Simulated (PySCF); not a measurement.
Si(NMe2)(SiH3) (C2H9NSi2), SMILES CN(C)[Si][SiH3] (connectivity only; charge and spin as stated), neutral, multiplicity 1.

Geometry optimised at ωB97X-D3(BJ)/def2-SVP. One conformer was computed; it need not be the lowest.

Two levels are set side by side: PBE/def2-TZVP (PySCF) and ωB97X/def2-TZVP (PySCF). Same geometry, gas phase. Differences are taken from unrounded values.

| quantity | ωB97X |
|---|---|
| orbital gap (eV) | 8.14 |
| highest occupied level (eV) | -8.06 |
| lowest empty level (eV) | 0.08 |
| dipole moment (D) | 2.52 |
| mean polarisability (bohr³) | 96.6 |

Question: What does PBE give, and how far is it from ωB97X? (The exact figures need the calculation; the answer reports its results.)

Answer: 
| quantity | PBE | PBE minus ωB97X |
|---|---|---|
| orbital gap (eV) | 2.19 | -5.95 |
| highest occupied level (eV) | -4.89 | 3.17 |
| lowest empty level (eV) | -2.70 | -2.78 |
| dipole moment (D) | 2.81 | 0.28 |
| mean polarisability (bohr³) | 102.7 | 6.1 |

Without exact exchange PBE keeps part of each electron's self-repulsion, which lifts occupied levels and narrows the gap. PBE's more diffuse valence density responds more strongly to a field. Differences between two approximate levels are no errors against the true value.

Rough cost on one machine, each run with all the roots and properties that it gave: ωB97X against PBE within a factor of 2.
